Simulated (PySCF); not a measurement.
# Exercise with solution: entropy of an ideal gas

CuCl, SMILES [Cl][Cu], multiplicity 1.

The structure is a stationary point at PBE0-D3(BJ)/def2-TZVPD. The spin state was assumed, not searched.

PySCF 2.14.0 with PBE0-D3(BJ)/def2-TZVPD gives the harmonic wavenumbers 397 cm⁻¹ and the rotational temperature 0.2471 K. The molar mass is 99.00 g/mol, the symmetry number 1, the spin multiplicity 1.

Question: Work out the entropy at 298.15 K and 1 atm in the rigid-rotor, harmonic-oscillator model.

Answer: 
Translation (Sackur–Tetrode at 1 atm): S = R[1.5 ln M + 2.5 ln T − 1.16487] = 166.1 J/(mol K).
Rotation: q = T/(σ θ) = 1210, S = R[ln q + 1] = 67.3 J/(mol K).
Vibration: with u = 1.4388 ν/T, each mode gives R[u/(e^u − 1) − ln(1 − e^−u)]:
```
ν (cm⁻¹)  modes     u  S (J/(mol K))
--------  -----  ----  -------------
397           1  1.92           4.07
```
These are all the modes. Sum 4.1 J/(mol K).
Spin: R ln 1 = 0.0 J/(mol K).
Total 237.4 J/(mol K); the program's own thermochemistry gives 237.4. Translation makes up 70 % and vibration 2 %. Anharmonicity, hindered rotation and orbital degeneracy are left out.
